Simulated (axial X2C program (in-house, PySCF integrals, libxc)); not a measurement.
## Outer orbitals of CoN at 1.632 Å, PBE0 in the non-relativistic limit (speed of light times 100)

Calculated with an in-house relativistic program for diatomic molecules. The Hamiltonian is the X2C one with the speed of light multiplied by 100, which is the non-relativistic limit. Basis: Co dyall-v3z [9s9p6d3f2g], N dyall-v3z [6s6p2d1f] (cores contracted in-house); Gaussian nuclei, density fitting, unrestricted open shells. Masses: Co 58.933 u, N 14.003 u.

The distance is close to the non-rel. PBE0 minimum; the highest filled and lowest empty levels are listed.

Outer orbitals of the state M_S = 2, Λ = 2 (beyond evenly filled blocks: σα, π+α, π-α, δ+α, δ+β, δ-α) with Löwdin shares:

```tsv
symmetry	occupied	ε (eV)	atomic character
σα	yes	-20.55	67% N s, 12% Co d, 10% Co p
σβ	yes	-18.24	64% N s, 13% Co d, 11% Co p
π-α	yes	-10.51	76% Co d, 23% N p
π+α	yes	-10.51	76% Co d, 23% N p
σα	yes	-10.20	69% Co d, 22% N p, 6% N s
δ+α	yes	-9.57	100% Co d
δ-α	yes	-9.57	100% Co d
σβ	yes	-7.80	60% N p, 28% Co d, 7% N s
π+β	yes	-7.69	77% Co d, 21% N p
π-β	yes	-7.46	73% Co d, 24% N p
δ+β	yes	-7.25	100% Co d
π-α	yes	-6.74	60% N p, 25% Co d, 11% Co p
π+α	yes	-6.74	60% N p, 25% Co d, 11% Co p
σα	yes	-6.66	43% N p, 41% Co s, 11% Co d
σβ	no	-2.78	63% Co s, 20% Co d, 8% Co p
σα	no	-2.43	34% Co p, 33% Co s, 23% N p
π+β	no	-1.76	48% N p, 29% Co p, 20% Co d
π-β	no	-1.69	46% N p, 29% Co p, 23% Co d
```

Charges and populations: Co 0.42 e (s 6.59 p 12.28 d 7.69 f 0.02), N -0.42 e (s 3.90 p 3.49 d 0.03).

The state is a single determinant with fixed occupations, the lowest that a limited PBE0 search found. PBE0 can misorder states that lie within some tenths of an eV, so this need not be the ground state of the molecule. The nearest other spin-free determinant of the search, M_S = 1, Λ = 1, lies 0.74 eV up at the distance of the search. The functionals have no current-density term, which raises determinants with orbital currents, atoms included.
